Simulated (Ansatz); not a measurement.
One geometry of Se(GeH3)2 (Ge2H6Se), several levels of theory.

```yaml
crystal:
  periodic: [false, false, false]
  atoms:
    - {symbol: Se, position_ang: [0.021655, -0.032318, -1.619525]}
    - {symbol: Ge, position_ang: [1.745126, 0.005251, -0.012632]}
    - {symbol: H, position_ang: [3.056446, 0.050911, -0.811176]}
    - {symbol: H, position_ang: [1.685494, -1.261473, 0.861122]}
    - {symbol: H, position_ang: [1.610018, 1.252865, 0.880427]}
    - {symbol: Ge, position_ang: [-1.744075, -0.006661, -0.059139]}
    - {symbol: H, position_ang: [-3.033872, -0.091121, -0.889857]}
    - {symbol: H, position_ang: [-1.710907, 1.296975, 0.760417]}
    - {symbol: H, position_ang: [-1.629885, -1.214430, 0.890363]}
basis:
  gaussian: {orbitals: def2-TZVP, initial_orbitals: start.molden}
hamiltonian: {xc: {name: BLYP}, dispersion: d4}
scf: {omitted_lower_state_checks: [starts]}
output: {orbitals: {seedname: orbitals}}
```

The file start.molden holds the orbitals of an earlier run on this structure, at another level or in another basis.

```sh
$ ansatz run in.yaml --threads 4 --pin off --events-out ev --progress --plain --max-ram 3916MiB
```

It prints (some lines left out):

```
Functional definition: BLYP
1367 factors; their error is unknown
mean field evaluation 1: about -178488.1965 eV, gradient 1.6e1 eV
mean field evaluation 2: about -178488.4625 eV, gradient 2.6e-1 eV
mean field evaluation 4: about -178488.4073 eV, gradient 3.7e-4 eV
mean field -178488.40728755 eV, -6559.3279840298 hartree, gradient 1.8e-5 eV, S^2 0.000000; 0 other end points of the search recorded, 0 dependent functions left out
reference -178488.40766348 eV, -6559.3279978448 hartree; 52, 52 occupied and 128, 128 virtual orbitals, 1367 factors
Total energy: -178488.87353517 eV, -6559.3451183138 hartree
Checks for a lower state left out: starts
```

Run time 3 s (4 threads of Arm Neoverse N1 on a shared host).

As the first input, with `hamiltonian: {xc: pbe, dispersion: d4}` (abridged; 2.7 s):

```
Functional definition: PBE
mean field -178457.54392926 eV, -6558.1937765325 hartree, gradient 6.8e-6 eV, S^2 0.000000
Total energy: -178457.76509947 eV, -6558.2019043877 hartree
Checks for a lower state left out: starts
```

First input, but with `hamiltonian: {xc: r2scan, dispersion: d4}` (abridged; 6 s):

```
Functional definition: r2SCAN
mean field -178484.11758404 eV, -6559.1703403332 hartree, gradient 7.4e-5 eV, S^2 0.000000
Total energy: -178484.16749253 eV, -6559.1721744365 hartree
Checks for a lower state left out: starts
```

First input, but with `hamiltonian: {xc: lda}` (abridged; 1.6 s):

```
Functional definition: SPW92
mean field -178218.35387958 eV, -6549.4037043354 hartree, gradient 1.9e-5 eV, S^2 0.000000
Total energy: -178218.35392034 eV, -6549.4037058334 hartree
Checks for a lower state left out: starts
```

The first input with `hamiltonian: {xc: {name: B97M-V}}` (abridged; 13 s):

```
Functional definition: B97M-V
mean field -178452.03621528 eV, -6557.9913717770 hartree, gradient 8.9e-6 eV, S^2 0.000000
Total energy: -178452.03627720 eV, -6557.9913740524 hartree
Checks for a lower state left out: starts
```

As the first input, with `hamiltonian: {xc: {name: LC-wPBE}}` (abridged; 4 s):

```
Functional definition: LC-wPBE
mean field -178461.29501877 eV, -6558.3316265294 hartree, gradient 1.8e-5 eV, S^2 0.000000
Total energy: -178461.29501878 eV, -6558.3316265296 hartree
Checks for a lower state left out: starts
```

As the first input, with `correlation: {method: ccsd_t}` and without the key `hamiltonian` (abridged; 2.1 min):

```
Functional definition: HF
mean field -178346.46270585 eV, -6554.1116168657 hartree, gradient 7.6e-6 eV, S^2 0.000000
27 core orbitals not correlated: weight in the atoms' cores, before any rotation towards them, 1.000 or more for the frozen orbitals, at most 0.000 for the correlated occupied ones
second order -21.21783949 eV of doubles, -0.00000000 eV of singles
cycle   1  -21.20615429 eV  change    1.2e-2 eV  update   1.1e-1
cycle   2  -21.99352540 eV  change   -7.9e-1 eV  update   3.2e-2
cycle   3  -22.05368445 eV  change   -6.0e-2 eV  update   1.4e-2
cycle   4  -22.04172696 eV  change    1.2e-2 eV  update   3.4e-3
cycle   5  -22.04238560 eV  change   -6.6e-4 eV  update   1.1e-3
cycle   6  -22.04187949 eV  change    5.1e-4 eV  update   3.3e-4
cycle   7  -22.04182301 eV  change    5.6e-5 eV  update   1.1e-4
cycle   8  -22.04188233 eV  change   -5.9e-5 eV  update   3.9e-5
cycle   9  -22.04189275 eV  change   -1.0e-5 eV  update   1.2e-5
perturbative correction -0.79239289 eV, -0.0291199018 hartree
Total energy: -178369.29699149 eV, -6554.9507613855 hartree
Checks for a lower state left out: starts
```

Geometry: PBE0-D4/def2-SVP.

LC-ωPBE has ω = 0.4 bohr⁻¹. Correlated methods freeze 27 core orbitals; core or outer-core shells of Se, Ge are correlated, in sets that lack core-valence functions.
